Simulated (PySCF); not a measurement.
Problem. What does the PBE0-D3(BJ)/def2-SVP structure of `CC(C)OBF` look like in three dimensions?

Solution. 
Z-matrix in Å and degrees, rows numbered from 1:
```
C 
C   1  1.5147
C   2  1.5162  1  113.12
O   2  1.4296  1  107.70  3   120.23
B   4  1.3374  2  123.38  1   138.65
F   5  1.3336  4  120.72  2     0.18
H   1  1.0999  2  110.53  3    61.86
H   1  1.0996  2  110.67  3  -178.01
H   1  1.1006  2  110.44  3   -58.22
H   2  1.1033  1  109.47  3  -121.81
H   3  1.1000  2  110.79  1  -179.80
H   3  1.1000  2  110.60  1   -59.92
H   3  1.1008  2  110.37  1    60.14
H   5  1.2048  4  119.78  2  -179.56
```

Of the pairs four or more bonds apart, F6···H10 is among the closest relative to their van der Waals radii: 2.38 Å, 89 % of the sum of Bondi's values. B5 (three-coordinate boron) is planar (angles 120.7°, 119.8° and 119.5°, sum 360.0°, 0.00 Å off the plane of its three neighbours).

The calculation used PBE0-D3(BJ)/def2-SVP geometry optimisation, gas phase in PySCF.

Point group: C1 (no symmetry element, even within 0.4 Å). PBE0-D3(BJ)/def2-SVP frequencies: not computed here. One conformer, not necessarily the lowest (C1–C2–O4–B5 139°, C2–O4–B5–F6 0°).
